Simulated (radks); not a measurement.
Task: Ionisation of neutral lanthanum, [Xe] 5d1 6s2, to [Xe] 5d2 as the strength of local exchange is varied. All-electron calculation, scalar-relativistic Kohn-Sham, Slater X-alpha exchange (alpha = 2/3 is LDA exchange), no correlation, spin-polarised, spherical densities, finite nucleus; open shells are filled with parallel spins first (spin-orbit coupling, left out, can overturn this in heavy ions); Fermi nuclear charge, rms radius 4.855 fm. Program: a radial shooting solver on a logarithmic mesh with Libxc functionals.

| alpha | E(La) (hartree) | exchange (hartree) | IE (eV) | -e of the level emptied (eV) | <r> of it (bohr) |
|---|---|---|---|---|---|
| 0.667 | -8481.1162 | -191.1868 | 5.099 | 2.753 (6s) | 4.611 |
| 0.752 | -8505.5867 | -216.1331 | 5.093 | 3.085 (6s) | 4.506 |
| 1.005 | -8578.8133 | -291.1601 | 4.962 | 4.187 (6s) | 4.215 |
| 1.039 | -8588.6986 | -301.3311 | 4.931 | 4.348 (6s) | 4.179 |
| ? | -8587.2442 | -299.8341 | 4.936 | 4.324 (6s) | 4.184 |

Which alpha was used in the last row?

Result: alpha = 1.034. NIST Atomic Spectra Database: 5.577 eV (measured). The central value is not met in this range of alpha. Open shells are spherical and high-spin; term and fine-structure splittings are not resolved. Spin-orbit splitting is averaged out at the scalar-relativistic level.
